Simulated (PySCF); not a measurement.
Ga(NHMe)3, SMILES [NH](C)[Ga]([NH]C)[NH]C (C3H12GaN3) at its GFN2-xTB optimised geometry (Å):

```
19

Ga    -0.4648     0.2619     0.0000
N     -1.5838    -1.2019     0.1510
C     -1.2059    -2.5966     0.3514
H     -2.4742    -1.1385    -0.3331
H     -1.1307    -3.1604    -0.5863
H     -1.9401    -3.0964     0.9927
H     -0.2384    -2.6325     0.8540
N     -1.2008     1.9541     0.0000
C     -2.6222     2.2774    -0.0153
H     -0.6575     2.6849    -0.4472
H     -3.0078     2.4751    -1.0226
H     -2.8152     3.1604     0.6036
H     -3.1766     1.4390     0.4084
N      1.3815     0.2619     0.0000
C      2.2967    -0.8730    -0.0004
H      1.8156     1.0764     0.4229
H      2.6411    -1.1468     1.0042
H      3.1766    -0.6486    -0.6136
H      1.7928    -1.7357    -0.4376
```

Computed with B3LYP/def2-SVP (PySCF 2.14.0). Cells within 0.4 Å of a nucleus heavier than hydrogen are left out (blank, or x).

Map of the HOMO−1 amplitude (bohr^(-3/2)) on the plane z = 0.0 Å; orbital energy -5.75 eV, overall sign arbitrary:

```
|22222222222222222222222222222|
|22222222222222222222222222222|
|22222222222222222222222222222|
|22222222222222222222222222222|
|22222222222222222222222222222|
|22222222222333322222222222222|
|22222222223333322222222222222|
|22233322223333332222333322222|
|2223333xx23443332222233332222|
|2223333x22xx33322222223333222|
|22223333322x33222222223333322|
|22222333222222222112223333332|
|22222222222222321001223333332|
|222222222222xx332xx1223333333|
|2222222222233x333xx2233333333|
|22222222112333444433333333333|
|2222222211454443333xx33333333|
|2223222212x954433332x23333333|
|2233322223x754333332222333332|
|22333322234443333332222223322|
|22333333333222233322222222222|
|22333333332x01222222222222222|
|22233333321001222222222222222|
|22233333322112222222222222222|
|22233333322222222222222222222|
|22223333222222222222222222222|
|22222333222222222222222222222|
|22222222222222222222222222222|
|22222222222222222222222222222|
```
Scale: ten equal steps from -0.071 (start of '0') to 0.168 (end of '9'), in the order '0123456789'; x runs from -5.50 to 5.50, y from -5.50 (bottom) to 5.50 (top).
